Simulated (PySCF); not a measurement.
## Sb²⁰⁺: ionisation energy

Sb²⁰⁺ [Ar] 3d10 4s2 4p1 [4p1/2^1, M_J = 1/2] → Sb²¹⁺ [Ar] 3d10 4s2, as a difference of total energies. Computed with PySCF 2.14 in an even-tempered Gaussian basis (18 s from 1.3 bohr⁻², ratio 2.8; 13 p from 1.7 bohr⁻², ratio 2.8; 8 d from 2.9 bohr⁻², ratio 2.8; 4 f from 8.2 bohr⁻², ratio 3), with the two-component X2C-1e Hamiltonian. Correlated levels: [Ne] frozen; the 76 highest virtual spinors dropped. "Screened" scales the spin-orbit matrix elements by Boettger's factors to mimic the two-electron term; Breit and QED terms are absent.

```tsv
method	ionisation energy (eV)
GHF (spin-free)	573.64
GMP2 (spin-free)	574.36
GHF (screened spin-orbit)	582.44
GMP2 (screened spin-orbit)	583.18
```

How much does correlation contribute at GMP2 (screened spin-orbit)?

583.18 − (582.44) = 0.74 eV, measured against GHF (screened spin-orbit).

Breit and QED terms and the two-electron picture change are absent.

The spin-free rows lack the spin-orbit shift.

For comparison: 584 ± 4 eV (theoretical estimate listed by NIST; NIST Atomic Spectra Database, ionization energies).
